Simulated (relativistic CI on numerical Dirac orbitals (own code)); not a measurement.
Radial parameters of Kr¹⁶⁺

These numbers are calculated, not measured: Dirac-Coulomb-Breit CI, separate exchange-only KLI orbitals for each configuration, a model potential for QED, unscaled Slater integrals (own radial code, finite nucleus).

Slater integrals F^k, G^k are unscaled and averaged over j, outside the closed core [Ne]; ζ comes from projecting the Hamiltonian with its Breit term on Σ l·s of the shell.

- 3s2.3p6.3d2: F^2(3d,3d) = 227720, F^4(3d,3d) = 146180, ζ(3d) = 5900.5 cm⁻¹; <r>(3d) = 0.4422, <r^2>(3d) = 0.229 (bohr units).
- 3s2.3p5.3d3: ζ(3p) = 53597, F^2(3d,3d) = 227030, F^4(3d,3d) = 145720, F^2(3p,3d) = 207230, G^1(3p,3d) = 234060, G^3(3p,3d) = 152290, ζ(3d) = 5771.9 cm⁻¹; <r>(3p) = 0.4792, <r^2>(3p) = 0.2651, <r>(3d) = 0.4434, <r^2>(3d) = 0.2303 (bohr units).
- 3s.3p6.3d3: F^2(3d,3d) = 226710, F^4(3d,3d) = 145510, G^2(3s,3d) = 177940, ζ(3d) = 5855.9 cm⁻¹; <r>(3s) = 0.4845, <r^2>(3s) = 0.2674, <r>(3d) = 0.444, <r^2>(3d) = 0.2309 (bohr units).

(1) Give the Racah parameters of the d shell in 3s2.3p6.3d2.

Averages of the first 10 configurations, taken without configuration mixing, which lowers the lowest level and can move excited configurations by several eV; other configurations of the list can lie among them:

```json
{"Configuration": "3s2.3p6.3d2", "Parity": "even", "States": "45", "Average energy above the lowest level (eV)": "5.6"}
{"Configuration": "3s2.3p5.3d3", "Parity": "odd", "States": "720", "Average energy above the lowest level (eV)": "114.1"}
{"Configuration": "3s.3p6.3d3", "Parity": "even", "States": "240", "Average energy above the lowest level (eV)": "194.4"}
{"Configuration": "3s2.3p6.3d.4s", "Parity": "even", "States": "20", "Average energy above the lowest level (eV)": "236.3"}
{"Configuration": "3s2.3p6.3d.4p", "Parity": "odd", "States": "60", "Average energy above the lowest level (eV)": "262.7"}
{"Configuration": "3s2.3p6.3d.4d", "Parity": "even", "States": "100", "Average energy above the lowest level (eV)": "302.0"}
{"Configuration": "3s2.3p6.3d.4f", "Parity": "odd", "States": "140", "Average energy above the lowest level (eV)": "335.9"}
{"Configuration": "3s2.3p5.3d2.4s", "Parity": "odd", "States": "540", "Average energy above the lowest level (eV)": "341.6"}
{"Configuration": "3s2.3p6.4s2", "Parity": "even", "States": "1", "Average energy above the lowest level (eV)": "483.2"}
{"Configuration": "3s2.3p5.3d2.4p", "Parity": "even", "States": "1620", "Average energy above the lowest level (eV)": "368.1"}
```

Answers

(1) B = F²/49 − 5F⁴/441 = 2990 cm⁻¹ and C = 35F⁴/441 = 11602 cm⁻¹.
